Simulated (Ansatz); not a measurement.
A first, cheap relaxation of C₃H₉FS₃Sn, SMILES `C[S][Sn]([F])([S]C)[S]C`.

```yaml
crystal:
  periodic: [false, false, false]
  atoms:
    - {symbol: C, position_ang: [-0.277700, 1.506400, -1.559700]}
    - {symbol: S, position_ang: [-0.889500, 1.497200, 0.155200]}
    - {symbol: Sn, position_ang: [0.112300, -0.646900, 0.566500]}
    - {symbol: F, position_ang: [-0.119700, -1.162100, 2.416300]}
    - {symbol: S, position_ang: [2.534200, -0.501500, 0.196400]}
    - {symbol: C, position_ang: [2.732800, 0.909700, 1.367600]}
    - {symbol: S, position_ang: [-0.758400, -2.306600, -0.910300]}
    - {symbol: C, position_ang: [-2.458200, -1.949600, -0.416600]}
    - {symbol: H, position_ang: [0.786400, 1.541600, -1.569900]}
    - {symbol: H, position_ang: [-0.742300, 0.690700, -2.107900]}
    - {symbol: H, position_ang: [-0.691300, 2.492100, -2.019100]}
    - {symbol: H, position_ang: [3.824700, 1.180000, 1.435900]}
    - {symbol: H, position_ang: [2.101600, 1.795700, 0.998200]}
    - {symbol: H, position_ang: [2.363400, 0.609900, 2.399300]}
    - {symbol: H, position_ang: [-3.180700, -2.663900, -0.952800]}
    - {symbol: H, position_ang: [-2.755300, -0.883600, -0.638600]}
    - {symbol: H, position_ang: [-2.601400, -2.109400, 0.679800]}
basis:
  gaussian: {orbitals: def2-SVP}
hamiltonian: {xc: pbe, dispersion: d4}
relax: {f_tol: 0.03, max_steps: 200}
```

```sh
$ ansatz run in.yaml --threads 4 --pin off --events-out ev --progress --plain --max-ram 66560MiB --backend cuda --devices 0, --max-vram 37GiB
```

Shortened log:

```
Functional definition: PBE
mean field -44278.85101009 eV, -1627.2177613378 hartree, gradient 5.0e-5 eV, S^2 0.000000; 0 other end points of the search recorded, 0 dependent functions left out
relax step   1: F+E_penalty+E_count = -44279.44470100 eV  Δ(F+E_penalty+E_count) = +0.000e0 eV  max|allowed force component| = 2.128e0 eV/Å  Δτ_max = 0.0000 Å  (32 SCF iters, accepted)
mean field -44279.16798932 eV, -1627.2294101095 hartree, gradient 1.1e-5 eV, S^2 0.000000; 0 other end points of the search recorded, 0 dependent functions left out
relax step   2: F+E_penalty+E_count = -44279.74588047 eV  Δ(F+E_penalty+E_count) = -3.012e-1 eV  max|allowed force component| = 6.606e-1 eV/Å  Δτ_max = 0.1929 Å  (31 SCF iters, accepted)
mean field -44279.21391252 eV, -1627.2310977558 hartree, gradient 1.7e-5 eV, S^2 0.000000; 0 other end points of the search recorded, 0 dependent functions left out
relax step   3: F+E_penalty+E_count = -44279.78940725 eV  Δ(F+E_penalty+E_count) = -4.353e-2 eV  max|allowed force component| = 2.902e-1 eV/Å  Δτ_max = 0.2000 Å  (31 SCF iters, accepted)
mean field -44279.22659547 eV, -1627.2315638457 hartree, gradient 2.2e-5 eV, S^2 0.000000; 0 other end points of the search recorded, 0 dependent functions left out
relax step   4: F+E_penalty+E_count = -44279.80098884 eV  Δ(F+E_penalty+E_count) = -1.158e-2 eV  max|allowed force component| = 9.323e-2 eV/Å  Δτ_max = 0.0999 Å  (31 SCF iters, accepted)
mean field -44279.23529152 eV, -1627.2318834198 hartree, gradient 1.7e-5 eV, S^2 0.000000; 0 other end points of the search recorded, 0 dependent functions left out
relax step   5: F+E_penalty+E_count = -44279.80828667 eV  Δ(F+E_penalty+E_count) = -7.298e-3 eV  max|allowed force component| = 5.638e-2 eV/Å  Δτ_max = 0.0790 Å  (30 SCF iters, accepted)
mean field -44279.23700911 eV, -1627.2319465398 hartree, gradient 1.4e-5 eV, S^2 0.000000; 0 other end points of the search recorded, 0 dependent functions left out
relax step   6: F+E_penalty+E_count = -44279.80966763 eV  Δ(F+E_penalty+E_count) = -1.381e-3 eV  max|allowed force component| = 1.301e-2 eV/Å  Δτ_max = 0.0381 Å  (31 SCF iters, accepted)
mean field -44279.23762395 eV, -1627.2319691350 hartree, gradient 1.4e-5 eV, S^2 0.000000; 0 other end points of the search recorded, 0 dependent functions left out
relax step   7: F+E_penalty+E_count = -44279.81007662 eV  Δ(F+E_penalty+E_count) = -4.090e-4 eV  max|allowed force component| = 5.044e-2 eV/Å  Δτ_max = 0.0451 Å  (29 SCF iters, accepted)
mean field -44279.23766087 eV, -1627.2319704916 hartree, gradient 1.4e-5 eV, S^2 0.000000; 0 other end points of the search recorded, 0 dependent functions left out
relax step   8: F+E_penalty+E_count = -44279.81026521 eV  Δ(F+E_penalty+E_count) = -1.886e-4 eV  max|allowed force component| = 1.236e-2 eV/Å  Δτ_max = 0.0057 Å  (25 SCF iters, accepted)
mean field -44279.23766087 eV, -1627.2319704916 hartree, gradient 1.5e-5 eV, S^2 0.000000; 1 other end points of the search recorded, 0 dependent functions left out
Total energy: -44279.81031425 eV, -1627.2530151151 hartree
Atom 0 at    -0.321436     1.560092    -1.584990 Å, force    -0.000341    -0.000221     0.000233 eV/Å
Atom 1 at    -0.861881     1.465542     0.175336 Å, force    -0.001413    -0.001626     0.002636 eV/Å
Atom 2 at     0.166158    -0.696413     0.637059 Å, force     0.001595     0.003457     0.006066 eV/Å
Atom 3 at    -0.303970    -1.018874     2.523138 Å, force    -0.000453     0.002091    -0.005066 eV/Å
Atom 4 at     2.571726    -0.567753     0.382835 Å, force     0.002978    -0.000041    -0.000131 eV/Å
Atom 5 at     2.832410     0.950247     1.395404 Å, force     0.003084     0.004846     0.006540 eV/Å
Atom 6 at    -0.797799    -2.413508    -0.773576 Å, force    -0.002166    -0.003172    -0.001207 eV/Å
Atom 7 at    -2.567452    -2.014392    -0.446886 Å, force    -0.005858    -0.000323     0.003607 eV/Å
Atom 8 at     0.782469     1.569172    -1.668963 Å, force    -0.000198    -0.002067    -0.001452 eV/Å
Atom 9 at    -0.733814     0.722365    -2.179985 Å, force     0.002447    -0.000530     0.000028 eV/Å
Atom 10 at    -0.721670     2.514048    -1.978914 Å, force     0.000365    -0.001116     0.003110 eV/Å
Atom 11 at     3.842863     1.321972     1.137227 Å, force    -0.012356    -0.002834     0.000673 eV/Å
Atom 12 at     2.085320     1.731165     1.150441 Å, force     0.005477    -0.004177     0.001502 eV/Å
Atom 13 at     2.795030     0.719301     2.477078 Å, force     0.000210     0.002208    -0.011672 eV/Å
Atom 14 at    -3.148017    -2.515011    -1.245548 Å, force     0.005114     0.005890     0.003695 eV/Å
Atom 15 at    -2.749584    -0.922524    -0.496177 Å, force    -0.001315    -0.004764    -0.001091 eV/Å
Atom 16 at    -2.889452    -2.405730     0.536821 Å, force     0.002830     0.002377    -0.007473 eV/Å
Dipole moment:    -0.041663     0.342886    -0.431859 e Å
```

It took 22 s on 4 threads of an AMD EPYC 7R13 on a shared host and a share of an NVIDIA H100 80 GB, with 0.85 GiB of host memory at the peak.
